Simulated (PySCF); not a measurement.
**Working out the ionisation energy of Co¹²⁺**

Co¹²⁺ [Ne] 3s2 3p3 (4S) → Co¹³⁺ [Ne] 3s2 3p2 (3P). Computed with PySCF 2.14 in an uncontracted even-tempered set (19 s from 0.81 bohr⁻², ratio 2.5; 12 p from 1.1 bohr⁻², ratio 2.5; 5 d from 5.6 bohr⁻², ratio 2.7; 4 f from 8.5 bohr⁻², ratio 2.7), with the spin-free X2C one-electron Hamiltonian (Gaussian nucleus). Frozen: 1s2; the 22 highest virtual orbitals dropped. Energies in hartree (1 hartree = 27.21139 eV):

| part | Co¹²⁺ (lower) | Co¹³⁺ (upper) |
| --- | --- | --- |
| UHF | -1330.702703 | -1316.895672 |
| CCSD correlation | -0.479706 | -0.464202 |
| (T) | -0.002525 | -0.002584 |

What does Hartree-Fock give?

(-1316.895672) − (-1330.702703) = 13.807031 hartree = 375.708 eV.

What do CCSD and CCSD(T) give?

The CCSD correlation energies differ by 0.015504 hartree = 0.422 eV and the triples by -0.000059 hartree = -0.002 eV, so CCSD gives 376.130 eV and CCSD(T) 376.128 eV.

A first-order spin-orbit estimate adds -1.756 eV to CCSD(T) (outer shells), giving 374.372 eV against 378.5 ± 0.7 eV (semi-empirical (NIST evaluation); NIST Atomic Spectra Database, ionization energies).

What remains against the reference includes basis incompleteness, the frozen core and higher excitations.
